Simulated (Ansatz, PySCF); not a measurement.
Species: C4H7O (charge 0, doublet). It need not be the lowest isomer of its formula. 
Structure (B3LYP-D3(BJ)/def2-TZVP (Ansatz, a quantum-chemistry and plane-wave program) minimum search):
```
C
C 1 1.4288
O 2 1.2319 1 124.44
H 2 1.1064 3 120.02 1 180.00
C 1 1.4844 2 120.23 4 -180.00
H 5 1.0878 1 110.89 2 0.00
H 5 1.0956 6 109.17 1 122.15
H 5 1.0956 6 109.17 7 115.69
C 1 1.4854 2 120.28 4 0.00
H 9 1.0905 1 112.01 2 0.00
H 9 1.0959 10 108.38 1 -122.67
H 9 1.0959 10 108.38 11 -114.65
```
Charge 0, spin multiplicity 2.

Dipole moments at this geometry, in debye (magnitudes).

```csv
level,program,dipole (D)
SVWN5/def2-TZVPD,Ansatz,3.82
PBE/def2-TZVPD,Ansatz,3.63
BLYP/def2-TZVPD,Ansatz,3.64
revPBE/def2-TZVPD,Ansatz,3.59
r2SCAN/def2-TZVPD,Ansatz,3.61
B97M-V/def2-TZVPD,Ansatz,3.57
B3LYP/def2-TZVPD,Ansatz,3.69
PBE0/def2-TZVPD,Ansatz,3.66
r2SCANh/def2-TZVPD,Ansatz,3.61
r2SCAN0/def2-TZVPD,Ansatz,3.61
M06-2X/def2-TZVPD,PySCF,3.78
wB97X-V/def2-TZVPD,Ansatz,3.71
CCSD(T)/aug-cc-pVDZ,Ansatz,3.45
```
